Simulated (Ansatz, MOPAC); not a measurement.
System: InF2, net charge 0, doublet state. SMILES: [In]([F])[F]
Geometry: optimised at B3LYP-D3(BJ)/def2-TZVP (Ansatz, an electronic-structure program).

Wanted: vertical electron affinity to the singlet, in eV. Terms: open shells spin-unrestricted; def2 sets with scalar-relativistic core potentials past Kr; STO-3G and 3-21G all-electron and non-relativistic; no spin-orbit coupling; LANL2DZ with its own core potentials from Na on; PM7 with its own dispersion and hydrogen-bond terms; valence correlation only (noble-gas shells and the d and f shells of earlier blocks); no dispersion term unless named; each state is the SCF solution reached for its charge and spin; six Cartesian d functions in 6-31G* and its kin unless marked 5d. First-principles rows: single points at B3LYP-D3(BJ) geometries (Ansatz). Semi-empirical rows: differences of heats of formation at the shared geometry for vertical values. The spin state of an ion or metal species was assumed, not searched.

```json
[
 {"level": "AM1", "program": "MOPAC", "vertical electron affinity to the singlet (eV)": "3.22"},
 {"level": "PM3", "program": "MOPAC", "vertical electron affinity to the singlet (eV)": "3.39"},
 {"level": "PM6", "program": "MOPAC", "vertical electron affinity to the singlet (eV)": "1.84"},
 {"level": "PM7", "program": "MOPAC", "vertical electron affinity to the singlet (eV)": "2.23"},
 {"level": "MNDO", "program": "MOPAC", "vertical electron affinity to the singlet (eV)": "3.54"},
 {"level": "HF/6-31G* with LANL2DZ past Ar", "program": "Ansatz", "vertical electron affinity to the singlet (eV)": "1.16"},
 {"level": "PBE/6-31G* with LANL2DZ past Ar", "program": "Ansatz", "vertical electron affinity to the singlet (eV)": "1.64"},
 {"level": "B3LYP/STO-3G", "program": "Ansatz", "vertical electron affinity to the singlet (eV)": "-3.86"},
 {"level": "MP2/6-31G* with LANL2DZ past Ar", "program": "Ansatz", "vertical electron affinity to the singlet (eV)": "1.30"},
 {"level": "B3LYP/def2-TZVPD", "program": "Ansatz", "vertical electron affinity to the singlet (eV)": "2.91"},
 {"level": "wB97X-V/def2-TZVPD", "program": "Ansatz", "vertical electron affinity to the singlet (eV)": "2.75"}
]
```

No value to compare with is used here. The 9 habitual levels span -3.86 (B3LYP/STO-3G) to 3.54 eV (MNDO); B3LYP/def2-TZVPD gives 2.91.

The levels are drawn from those run, B3LYP/6-31G* more often than the rest, none by its result; left out are runs that failed, that the program found above a lower state of the same kind, or whose <S^2> lies over 0.5 above the pure value.
